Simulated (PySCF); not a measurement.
Relaxation of doublet AsO(OH)2

Computed with UPBE0/[As def2-TZVP, O def2-TZVP, H def2-TZVP], no relativity, density fitting, PySCF. A (50,194) grid was used.

A hand-made trigonal pyramidal (heavy-atom frame) start, with no symmetry imposed:

Coordinates in bohr (charge 0 multiplicity 2):
```
As    0.0609   -0.0112   -0.6474
O     2.9140   -0.0112    0.8696
O    -1.4742    2.6476    0.9849
O    -1.4742   -2.6701    0.9849
H    -0.7856    4.2341    1.5324
H    -3.1925   -2.8668    1.5324
```

Optimiser trace:
```tsv
step	E − E(last) (kJ/mol)	largest gradient (Eh/bohr)
0	68.90	0.05163
1	26.34	0.02596
2	6.31	0.01986
3	2.75	0.01101
4	1.19	0.00566
5	0.76	0.00617
6	0.66	0.00378
7	0.42	0.00201
8	0.30	0.00403
9	0.21	0.00215
10	0.14	0.00227
11	0.09	0.00131
12	0.06	0.00242
13	0.03	0.00042
14	0.01	0.00026
15	0.00	0.00051
16	0.00	0.00026
```

It ends at C1 with As–O 1.640 Å, As–O 1.760 Å, As–O 1.774 Å, O–H 0.966 Å (×2); As–O–H 109.0°, As–O–H 109.7°, O–As–O 96.4°, O–As–O 111.3°, O–As–O 114.4° (after a last refinement on a finer grid). A frequency run shows a minimum.

Final geometry:
```xyz
6
charge 0 multiplicity 2, angstrom
As    0.0783   -0.0024   -0.2580
O     1.5945    0.0929    0.3609
O    -0.9794    1.2413    0.4366
O    -0.8520   -1.3863    0.3047
H    -0.4533    2.0059    0.7008
H    -1.6061   -1.0694    0.8190
```
